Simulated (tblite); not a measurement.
C₈H₈N₂S.
Numbering: `[CH:1]#[C:2][c:3]1[cH:4][n:5][n:6]([CH3:7])[c:8]1[C:9]([CH3:10])=[S:11]` (hydrogens: H12 on C1; H13 on C4; H14, H15, H16 on C7; H17, H18, H19 on C10)

Geometry (GFN2-xTB, Å), atoms numbered from 1 in this order:
```xyz
19
C8H8N2S angstrom
C     -3.1390    1.1631    0.6793
C     -2.1704    0.4706    0.5131
C     -1.1008   -0.4176    0.3419
C     -1.1652   -1.8043    0.5308
N      0.0076   -2.3611    0.2892
N      0.8386   -1.3987   -0.0515
C      2.1902   -1.7513   -0.3664
C      0.2384   -0.1701   -0.0442
C      0.8552    1.0746   -0.3607
C      0.0095    2.3022   -0.2778
S      2.4331    1.2248   -0.8061
H     -3.9647    1.7943    0.8182
H     -2.0083   -2.3951    0.8268
H      2.4354   -1.4708   -1.3917
H      2.2713   -2.8297   -0.2439
H      2.8881   -1.2458    0.3022
H     -0.4018    2.4137    0.7251
H     -0.8308    2.2318   -0.9687
H      0.6040    3.1785   -0.5232
```

Calculated harmonic vibrations of the isolated species, GFN2-xTB (tblite), most abundant isotopes, no scaling. Errors from tens to a few hundred cm⁻¹ against measured bands are possible. One conformer, not necessarily the lowest.

Harmonic wavenumbers (cm⁻¹): 34.9, 90.0, 129.0, 174.7, 181.0, 207.3, 219.7, 239.2, 297.1, 320.5, 366.6, 392.9, 476.1, 509.3, 518.5, 608.0, 621.8, 631.5, 667.6, 683.3, 776.3, 834.5, 906.8, 987.9, 1006.9, 1050.5, 1084.5, 1094.5, 1129.3, 1200.5, 1276.3, 1356.7, 1371.5, 1389.1, 1392.7, 1412.8, 1436.1, 1436.8, 1454.1, 1457.8, 1459.1, 1498.7, 2244.7, 2992.1, 2996.8, 3008.5, 3012.1, 3043.1, 3050.2, 3183.4, 3400.1.

A = 1339, B = 930.8, C = 552.9 MHz; mass 164.041 u (most abundant isotopes); point group Cs, symmetry number 1.

**Question.** What is the zero-point energy?

**Answer.** ½Σν̃ = 30657 cm⁻¹ = 87.65 kcal/mol.

**Question.** What is S at 200 K and 1 bar for an ideal gas of classical rigid rotors and harmonic oscillators?

**Answer.** Translation 39.24, rotation 29.33, vibration 20.93: S = 89.5 cal/(mol K).

**Question.** And Cp and H(200 K) − H(0)?

**Answer.** Cp = 32.28 cal/(mol K), of which vibrations give 24.33 (their classical limit is 51 R = 101.3); H(200 K) − H(0) = 3.95 kcal/mol without the zero-point energy, 2.36 from vibrations.

**Question.** Which modes carry the vibrational entropy at 200 K?

**Answer.** 34.9 cm⁻¹: 4.74; 90.0 cm⁻¹: 2.89; 129.0 cm⁻¹: 2.21; 174.7 cm⁻¹: 1.66; 181.0 cm⁻¹: 1.60; 207.3 cm⁻¹: 1.37 cal/(mol K); the other 45 give 6.47 together.

**Question.** How do the functions run with temperature in this model?

**Answer.** 
| T (K) | S (cal/(mol K)) | Cp (cal/(mol K)) | H − H(0) (kcal/mol) | G − H(0) (kcal/mol) | ln q(vib) |
| --- | --- | --- | --- | --- | --- |
| 100 | 71.7 | 20.0 | 1.32 | -5.86 | 1.74 |
| 300 | 104.7 | 43.1 | 7.73 | -23.67 | 7.58 |
| 500 | 131.1 | 61.1 | 18.25 | -47.32 | 13.46 |
| 800 | 163.9 | 77.9 | 39.34 | -91.76 | 21.67 |
| 1000 | 182.1 | 85.0 | 55.68 | -126.40 | 26.66 |

q(vib) and H(0) count from the zero-point level.

**Question.** What must be added to the electronic energy to get the Gibbs energy at 200 K and 1 bar?

**Answer.** ZPE + [H(200 K) − H(0)] − T·S = 87.65 + 3.95 − 17.90 = 73.70 kcal/mol.

**Question.** Blend soft modes into free rotors: weight 1/[1 + (100 cm⁻¹/ν̃)⁴] for the oscillator and the rest for a rotor with moment μB/(μ + B), μ = h/(8π²ν), B = 10⁻⁴⁴ kg m². What vibrational entropy results?

**Answer.** 19.63 cal/(mol K) in place of 20.93, which changes −T·S at 200 K by +0.26 kcal/mol.

Hindered rotation and anharmonicity are outside this model. Other conformers, if any are populated, would add a mixing term that is left out.
